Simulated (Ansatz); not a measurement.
Geometry optimisation, UKS revPBE/def2-SVP (Ansatz 0.2.0).

The input (input.yaml):

```yaml
crystal:
  periodic: [false, false, false]
  atoms:
    - { symbol: Ga, position_ang: [-0.57917, -0.70891, 0.58996] }
    - { symbol: Te, position_ang: [0.81216, 1.04622, -0.81962] }
    - { symbol: H, position_ang: [0.45853, -1.98956, 1.37339] }
    - { symbol: H, position_ang: [-0.69152, 1.65226, -1.14374] }
magnetization:
  spin_polarized: true
  initial_magnetization: 1
basis:
  gaussian: { orbitals: def2-SVP }
hamiltonian:
  xc: revpbe
relax:
  f_tol: 0.015
  max_steps: 40
```

Run as:

```bash
$ ansatz run input.yaml --threads 1 --pin off --max-ram 2048MiB --backend cpu --events-out ev --progress --plain --runs-dir out
```

**Question.** Where does it end, and by what steps?

**Answer.** The run converged. After 4 steps the energy has fallen by 0.206 eV; Ga1 moved furthest, 0.13 Å.

```tsv
step	energy less start (eV)	largest force component (eV/Å)	accepted
0	0.0000	1.105	yes
1	-0.1775	0.491	yes
2	-0.2017	0.064	yes
3	-0.2054	0.059	yes
4	-0.2059	0.010	yes
```

```xyz
4
Properties=species:S:1:pos:R:3
Ga -0.500 -0.804 0.629
Te 0.754 0.981 -0.776
H 0.429 -1.924 1.347
H -0.684 1.748 -1.200
```

Whether the end is a true minimum wasn't checked by a vibrational analysis.

Run time: 15 s on 1 thread of Arm Neoverse V1, with other jobs on the host, peak memory 0.14 GiB.
